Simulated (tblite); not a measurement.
C4H6N2O2Si.
Bonds: O1–C2 (double), C2–O3, C2–C4, C4–C5 (aromatic), C5–N6 (aromatic), N6–C7 (aromatic), C7–N8 (aromatic), N8–Si9, C4–N8 (aromatic). Hydrogens: H10 on O3; H11 on C5; H12 on C7; H13, H14, H15 on Si9.

Computed with GFN2-xTB (tblite), gas phase: L-BFGS steps from a force-field or distance-geometry start until the largest atomic force falls under 0.01 eV/Å.

Step 2: E = -745.0203 eV
```
atom  x, y, z in Å  |  force x, y, z in eV/Å
O1      1.4568   -1.5459    0.3914    0.373   0.238  -0.137
C2      1.6583   -0.3910    0.0582   -0.142  -0.528   0.211
O3      2.9014    0.1379   -0.1167   -0.560   0.259  -0.070
C4      0.5112    0.5015   -0.1624   -0.236   0.003   0.064
C5      0.4657    1.8298   -0.5289   -0.043  -0.277   0.000
N6     -0.8239    2.2373   -0.6149    0.209   0.389  -0.094
C7     -1.5619    1.2101   -0.3049   -0.003  -0.488   0.181
N8     -0.8347    0.0953   -0.0037    0.774   0.313  -0.141
Si9    -1.4063   -1.5181    0.4666    0.126  -0.297   0.100
H10     3.7176   -0.4043    0.0171   -1.256  -0.101   0.056
H11     1.3231    2.4519   -0.7320   -0.358   0.050   0.005
H12    -2.6568    1.2410   -0.2829    0.806  -0.136   0.014
H13    -0.8046   -1.9452    1.7189    0.018   0.193   0.105
H14    -2.8731   -1.4239    0.6616    0.320   0.232  -0.171
H15    -1.0772   -2.4684   -0.5893   -0.029   0.150  -0.123
```

Step 3: E = -745.1011 eV
```
atom  x, y, z in Å  |  force x, y, z in eV/Å
O1      1.4646   -1.5515    0.3912    0.326   0.436  -0.176
C2      1.6601   -0.3914    0.0600   -0.556  -0.687   0.230
O3      2.8839    0.1420   -0.1178   -0.380   0.470  -0.122
C4      0.5128    0.5036   -0.1614   -0.047  -0.315   0.124
C5      0.4636    1.8244   -0.5296   -0.020   0.191  -0.091
N6     -0.8207    2.2464   -0.6169    0.005  -0.341   0.104
C7     -1.5573    1.2037   -0.3020    0.593  -0.011   0.013
N8     -0.8207    0.0961   -0.0053    0.275   0.081  -0.035
Si9    -1.4025   -1.5263    0.4698    0.193   0.025  -0.038
H10     3.6845   -0.4059    0.0182   -0.875  -0.233   0.083
H11     1.3122    2.4514   -0.7313   -0.184   0.112  -0.024
H12    -2.6370    1.2374   -0.2825    0.340  -0.166   0.040
H13    -0.8048   -1.9398    1.7202    0.079   0.137   0.216
H14    -2.8649   -1.4180    0.6572    0.249   0.222  -0.152
H15    -1.0781   -2.4641   -0.5919    0.000   0.077  -0.172
```

Step 4: E = -745.2004 eV
```
atom  x, y, z in Å  |  force x, y, z in eV/Å
O1      1.4833   -1.5624    0.3901    0.161   0.505  -0.159
C2      1.6514   -0.3953    0.0647   -0.817  -0.716   0.174
O3      2.8444    0.1595   -0.1223   -0.013   0.603  -0.145
C4      0.5196    0.4995   -0.1571   -0.061  -0.075   0.009
C5      0.4593    1.8224   -0.5336    0.187   0.061   0.022
N6     -0.8176    2.2494   -0.6166    0.213  -0.435   0.097
C7     -1.5302    1.1987   -0.2988    0.125  -0.162   0.036
N8     -0.7960    0.0939   -0.0070   -0.321  -0.239   0.125
Si9    -1.3908   -1.5378    0.4741    0.264   0.420  -0.193
H10     3.6093   -0.4143    0.0222   -0.216  -0.356   0.099
H11     1.2893    2.4528   -0.7305    0.269   0.359  -0.120
H12    -2.5984    1.2271   -0.2807   -0.120  -0.194   0.068
H13    -0.8032   -1.9277    1.7276    0.156   0.058   0.335
H14    -2.8453   -1.4029    0.6464    0.120   0.203  -0.117
H15    -1.0796   -2.4550   -0.6003    0.053  -0.033  -0.233
```

Step 5: E = -745.2409 eV
```
atom  x, y, z in Å  |  force x, y, z in eV/Å
O1      1.4931   -1.5659    0.3891    0.019   0.182  -0.059
C2      1.6362   -0.4015    0.0674   -0.312  -0.124  -0.018
O3      2.8272    0.1759   -0.1264   -0.039   0.177  -0.018
C4      0.5208    0.4987   -0.1556   -0.130  -0.201   0.032
C5      0.4609    1.8196   -0.5342    0.365   0.175   0.008
N6     -0.8116    2.2467   -0.6158    0.046  -0.533   0.123
C7     -1.5204    1.1917   -0.2961    0.086  -0.005  -0.016
N8     -0.7895    0.0892   -0.0058   -0.374  -0.131   0.108
Si9    -1.3817   -1.5364    0.4729    0.251   0.292  -0.110
H10     3.5731   -0.4232    0.0254   -0.134  -0.190   0.049
H11     1.2841    2.4596   -0.7322    0.298   0.303  -0.109
H12    -2.5825    1.2196   -0.2788   -0.359  -0.187   0.075
H13    -0.8000   -1.9214    1.7360    0.124   0.071   0.234
H14    -2.8348   -1.3931    0.6398    0.096   0.192  -0.104
H15    -1.0793   -2.4516   -0.6077    0.065  -0.022  -0.193
```

**Question.** Estimate the geometry and energy of step 6. (The exact step hangs on the optimiser's Hessian estimate; all steps are aligned on step 5, rigid shifts and turns removed.)

**Answer.** E = -745.2693 eV, largest force 0.370 eV/Å
```
atom  x, y, z in Å  |  force x, y, z in eV/Å
O1      1.5004   -1.5676    0.3879   -0.079  -0.080   0.013
C2      1.6223   -0.4049    0.0681    0.085   0.238  -0.120
O3      2.8125    0.1891   -0.1291   -0.040  -0.170   0.077
C4      0.5179    0.4943   -0.1539   -0.097  -0.015  -0.022
C5      0.4700    1.8199   -0.5343    0.168  -0.088   0.084
N6     -0.8063    2.2362   -0.6133    0.089  -0.211   0.034
C7     -1.5133    1.1852   -0.2940   -0.232   0.019  -0.015
N8     -0.7897    0.0849   -0.0034   -0.181  -0.044   0.071
Si9    -1.3703   -1.5314    0.4709    0.176   0.008   0.015
H10     3.5417   -0.4325    0.0285   -0.089  -0.031   0.003
H11     1.2853    2.4701   -0.7354    0.282   0.219  -0.085
H12    -2.5767    1.2104   -0.2760   -0.330  -0.153   0.065
H13    -0.7955   -1.9150    1.7462    0.071   0.102   0.084
H14    -2.8248   -1.3818    0.6327    0.113   0.174  -0.096
H15    -1.0779   -2.4491   -0.6167    0.065   0.031  -0.108
```

The energy changes by -0.0283 eV. The first-order estimate −F·Δx gives -0.0434 eV and the mean of the old and new forces, exact on a quadratic surface, -0.0283 eV. The step makes an angle of 52° with the force vector and moves no atom by more than 0.033 Å.

What follows is the cost of the whole relaxation. The run took 0.34 s of wall time on an Arm Neoverse V2 with one thread, shared host.
